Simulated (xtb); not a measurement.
C4H9 (SMILES C[CH]CC), doublet, at a GFN2-xTB geometry; GFN2-xTB in xtb.

The xtb input:
```
$ xtb mol.xyz --gfn 2 --uhf 1 --grad --json

# file mol.xyz
13

C      0.80227852     1.76477179    -0.15694418
C      0.52141927     0.40038107     0.33521225
C     -0.74490807    -0.31053583     0.05376212
C     -0.53438974    -1.81153526    -0.16655504
H      1.85278878     1.87333439    -0.43366452
H     -1.48498727    -2.30741758    -0.34953270
H      0.60506598     2.52119607     0.61469385
H      0.18232470     2.00638185    -1.01869520
H     -0.07242301    -2.26159652     0.70904246
H      0.11552400    -1.97990561    -1.02198077
H      1.21029694    -0.04478302     1.03354459
H     -1.22945641     0.12710158    -0.82320378
H     -1.44553349    -0.19280169     0.89694506
```

It wrote (shortened):

```
   ID    Z sym.   atoms
    1    6 C      1-4
    2    1 H      5-13

           -------------------------------------------------
          |                Calculation Setup                |
           -------------------------------------------------

           -------------------------------------------------
          |                 G F N 2 - x T B                 |
           -------------------------------------------------

          ...................................................
          :                      SETUP                      :
          :.................................................:
          :  # basis functions                  25          :
          :  # atomic orbitals                  25          :
          :  # shells                           17          :
          :  # electrons                        25          :
          :  max. iterations                   250          :
          :  Hamiltonian                  GFN2-xTB          :
          :  restarted?                      false          :
          :  GBSA solvation                  false          :
          :  PC potential                    false          :
          :  electronic temp.          300.0000000     K    :
          :  accuracy                    1.0000000          :
          :  -> integral cutoff          0.2500000E+02      :
          :  -> integral neglect         0.1000000E-07      :
          :  -> SCF convergence          0.1000000E-05 Eh   :
          :  -> wf. convergence          0.1000000E-03 e    :
          :  Broyden damping             0.4000000          :
          :  net charge                          0          :
          :  unpaired electrons                  1          :
          ...................................................

 iter      E             dE          RMSdq      gap      omega  full diag
   1    -13.2444938 -0.132445E+02  0.263E+00   10.35       0.0  T
   2    -13.2739719 -0.294781E-01  0.135E+00   10.32       1.0  T
   3    -13.2744586 -0.486696E-03  0.662E-01   10.39       1.0  T
   4    -13.2745447 -0.861301E-04  0.892E-02   10.37       1.0  T
   5    -13.2745533 -0.853974E-05  0.501E-02   10.39       1.0  T
   6    -13.2745541 -0.818456E-06  0.377E-03   10.38       7.3  T
   7    -13.2745541 -0.239928E-07  0.161E-03   10.39      17.2  T
   8    -13.2745541 -0.192465E-08  0.250E-04   10.39     110.9  T
   9    -13.2745541 -0.318003E-10  0.105E-04   10.39     264.6  T

[...]
         :: total energy             -13.071931305470 Eh    ::
[...]
    11   1 H        0.926     0.021     2.723     2.581
    12   1 H        0.924     0.034     2.529     2.487
    13   1 H        0.923     0.039     2.462     2.454

 Mol. C6AA /au·bohr⁶  :       1140.969007
 Mol. C8AA /au·bohr⁸  :      23895.608849
 Mol. α(0) /au        :         51.365702

Wiberg/Mayer (AO) data.
largest (>0.10) Wiberg bond orders for each atom

 ---------------------------------------------------------------------------
     #   Z sym  total        # sym  WBO       # sym  WBO       # sym  WBO
 ---------------------------------------------------------------------------
     1   6 C    3.998 --     2 C    1.087     8 H    0.981     5 H    0.967
                             7 H    0.943
     2   6 C    3.284 --     1 C    1.087     3 C    1.075    11 H    0.975
     3   6 C    3.998 --     2 C    1.075     4 C    0.999    12 H    0.971
                            13 H    0.935
     4   6 C    3.996 --     3 C    0.999    10 H    0.989     9 H    0.988
                             6 H    0.988
     5   1 H    0.998 --     1 C    0.967
     6   1 H    0.999 --     4 C    0.988
     7   1 H    0.996 --     1 C    0.943
     8   1 H    0.999 --     1 C    0.981
     9   1 H    0.999 --     4 C    0.988
    10   1 H    0.999 --     4 C    0.989
    11   1 H    1.000 --     2 C    0.975
    12   1 H    0.999 --     3 C    0.971
    13   1 H    0.996 --     3 C    0.935
 ---------------------------------------------------------------------------

Topologies differ in total number of bonds
Writing topology from bond orders to xtbtopo.mol

molecular dipole:
                 x           y           z       tot (Debye)
 q only:       -0.072       0.060      -0.038
   full:       -0.095       0.088      -0.012       0.331
molecular quadrupole (traceless):
                xx          xy          yy          xz          yz          zz
 q only:       -0.159       0.399       0.702      -0.065      -0.144      -0.543
  q+dip:        0.226       0.458       0.006       0.349      -0.553      -0.232
   full:       -0.004       0.442       0.367       0.115      -0.302      -0.362

           -------------------------------------------------
          | TOTAL ENERGY              -13.071931305470 Eh   |
          | GRADIENT NORM               0.000024202378 Eh/α |
          | HOMO-LUMO GAP              10.385085807872 eV   |
           -------------------------------------------------

normal termination of xtb
```
